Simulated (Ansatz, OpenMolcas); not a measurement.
# OpenMolcas → Ansatz

OpenMolcas 26.06 runs this on SiBrCl3 (bromotrichlorosilane):

job.input:
```
* BrCl3Si Hartree-Fock
&GATEWAY
BASLIB
$CurrDir
COORD
5
angstrom
Cl      -2.877418       1.121018       1.888800
Si      -2.021118       1.296118       0.064000
Cl       1.690500      -1.158200      -0.059200
Cl      -3.310218       0.629018      -1.345600
Br      -1.530118       3.393118      -0.320700
BASIS
cc-pVDZ
GROUP
NoSym
&SEWARD
&SCF
THRESHOLDS
1e-10 1e-07 1e-07 1e-05
PRORBITALS
1 2
```

```bash
$ export MOLCAS_MEM=1860
$ pymolcas job.input > job.log
```

(Basis files named in the input come from the Basis Set Exchange and aren't shown.)

The Si2–Cl3 distance was set to 4.451 Å, away from the relaxed value.

A bond is far stretched, where a restricted reference may be unsound.

It gives a total energy of -4239.803412 Eh.

Problem. How is this level of theory, on these atoms, set up in Ansatz 0.2.0 as an input file of the program's own?

Solution. For example:

in.yaml:
```yaml
basis:
  gaussian:
    orbitals: cc-pVDZ
crystal:
  periodic: [false, false, false]
  atoms:
    - symbol: Cl
      position_ang: [-2.877418, 1.121018, 1.888800]
    - symbol: Si
      position_ang: [-2.021118, 1.296118, 0.064000]
    - symbol: Cl
      position_ang: [1.690500, -1.158200, -0.059200]
    - symbol: Cl
      position_ang: [-3.310218, 0.629018, -1.345600]
    - symbol: Br
      position_ang: [-1.530118, 3.393118, -0.320700]
magnetization:
  spin_polarized: false
  initial_magnetization: 0
hamiltonian:
  xc: hf
accuracy: high
output:
  orbitals: {seedname: orbitals}
```

```bash
$ ansatz run in.yaml --threads 1 --pin off --max-ram 3480MiB --events-out events.jsonl --progress --plain --runs-dir runs
```

Its energy is -4239.803412 Eh, 0.000 mEh from the first.
